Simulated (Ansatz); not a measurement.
Q: Name a neutral molecule of C, Cl, Ge, Si and H with LUMO energy (B3LYP/def2-TZVPP) between -0.95 and -0.65 eV and size of the dipole moment (ωB97M-V/def2-TZVPP) between 2.75 and 3.05 D (Ansatz, PBE0-D4/def2-TZVP geometry).

A: `[CH3][Ge]([SiH3])([Cl])[Cl]` (-0.92 eV, 2.92 D). Other molecules can fit too; these were computed, each in one conformer that needn't be the lowest.

B3LYP here is the variant with VWN-RPA as its local correlation; programs differ in this.
